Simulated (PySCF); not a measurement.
**Electric properties by functional and basis**

C3H8BFO.
Z-matrix (Å and degrees, PBE0-D3(BJ)/def2-SVP geometry), rows numbered from 1:
```
B 
O   1  1.3462
C   2  1.3952  1  122.93
F   3  1.3613  2  107.35  1   110.69
C   3  1.5093  2  110.40  1  -130.02
C   5  1.5184  3  113.45  2    63.64
H   1  1.2065  2  116.98  3  -179.70
H   1  1.2131  2  119.83  3     1.06
H   3  1.1068  2  109.46  1    -5.94
H   5  1.1014  3  107.03  2  -173.66
H   5  1.1020  3  106.99  2   -59.23
H   6  1.1019  5  111.63  3    59.94
H   6  1.1002  5  111.21  3   -60.61
H   6  1.0993  5  110.89  3   179.74
```

PySCF, dipoles from the SCF density, polarisabilities from static response with core orbitals frozen. One conformer (not necessarily the lowest) at the PBE0-D3(BJ)/def2-SVP geometry, without solvent, vibrations or thermal averaging.

The anisotropy is √(½[(α1 − α2)² + (α2 − α3)² + (α3 − α1)²]).

| level | μ (D) | α (au) | anisotropy (au) |
| --- | --- | --- | --- |
| PBE0/6-31+G* | 2.150 | 53.52 | 11.96 |
| PBE0/def2-SVP | 2.009 | 49.40 | 13.00 |
| PBE0/aug-cc-pVDZ | 2.057 | 58.44 | 11.80 |
| PBE0/def2-TZVP | 2.012 | 55.55 | 11.99 |
| PBE0/def2-TZVPD | 2.046 | 58.38 | 11.64 |

The dipole runs from 2.01 D (PBE0/def2-SVP) to 2.15 D (PBE0/6-31+G*). No reference polarisability is at hand; against PBE0 in the largest diffuse basis at hand (def2-TZVPD) the other PBE0 rows deviate by 6-31+G* -8%, def2-SVP -15%, aug-cc-pVDZ 0%, def2-TZVP -5%. With PBE0 the polarisability is 52.48 au without diffuse functions (mean of def2-SVP and def2-TZVP) and 56.78 au with them (mean of 6-31+G*, aug-cc-pVDZ and def2-TZVPD).
